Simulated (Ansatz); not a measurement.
Cost and result for the atomization energy of C3H8BCl (`CBC(C)Cl`) (13 atoms, 12 bonds).

Cartesian coordinates in Å:
```
C 1.4500 0.5378 -0.8278
B 0.2440 1.0763 0.0050
C -0.9090 0.1564 0.5416
C -0.7945 -1.3374 0.6298
Cl -1.7785 0.6701 -1.0006
H 1.3126 -0.4543 -1.2622
H 2.3067 0.4752 -0.1411
H 1.7538 1.2295 -1.6167
H 0.1925 2.2322 0.3172
H -1.5146 0.5743 1.3439
H -0.2372 -1.5859 1.5389
H -1.7717 -1.8205 0.6928
H -0.2541 -1.7536 -0.2208
```

Total charge 0; spin multiplicity 1. The structure was optimised at the PBE0-D4/def2-TZVP level. It is one conformer, not always the lowest. Program: Ansatz. All runs use 4 threads of an Arm Neoverse N1 on a shared host. Times are those of one run each, without the atoms' runs, and a repeat can differ threefold. Electronic energies, without spin–orbit coupling; frozen cores. CCSD(T)/CBS adds CCSD(T) − MP2 in def2-TZVPP to the MP2 limit, and its time is that of the two runs behind it. T1 = 0.010. B3LYP takes the VWN-RPA correlation (the form of Gaussian; ORCA's B3LYP/G).

CCSD(T)/CBS is a level of theory with its own doubt, some kJ/mol a heavy atom from the limit and from the frozen cores, so smaller differences don't rank the functionals.

```tsv
level	functions	wall time	atomization (kJ/mol)	difference from CCSD(T)/CBS	per bond
PBE-D4/def2-TZVPP (with forces)	278	4.8 s	4993.0	105.9	8.8
PBE0-D4/def2-TZVPP	278	5.5 s	4941.0	53.9	4.5
r2SCAN-D4/def2-TZVPP (with forces)	278	9 s	4928.0	40.9	3.4
B3LYP-D4/def2-TZVPP (with forces)	278	9.5 s	4904.1	17.0	1.4
B2PLYP/def2-TZVPP	278	11 s	4852.4	-34.7	-2.9
ωB97X-V/def2-TZVPP	278	15 s	4903.9	16.8	1.4
ωB97M-V/def2-TZVPP (with forces)	278	22 s	4919.6	32.5	2.7
MP2/def2-QZVPP	538	48 s	4905.0	17.9	1.5
CCSD(T)/def2-TZVPP	278	5.8 min	4785.3	-101.8	-8.5
CCSD(T)/CBS(def2)	–	6.6 min	4887.1	0.0	0.0
```

From PBE to PBE0 (25 % exact exchange), in def2-TZVPP and without D4, the atomization energy moves by −47.8 kJ/mol: exact exchange takes away binding that semilocal exchange gives to molecules. In def2-TZVPP, CCSD(T) changes the Hartree–Fock value by +1048.8 kJ/mol (the triples alone add +61.2 kJ/mol) and MP2 by +1109.1 kJ/mol; breaking electron pairs costs correlation energy, which Hartree–Fock lacks. The D4 term adds +42.1 kJ/mol with B3LYP and +22.2 kJ/mol with PBE0; it sums over pairs of atoms, weighted by their polarisabilities, and B3LYP, whose exchange is more repulsive, gets the larger term.
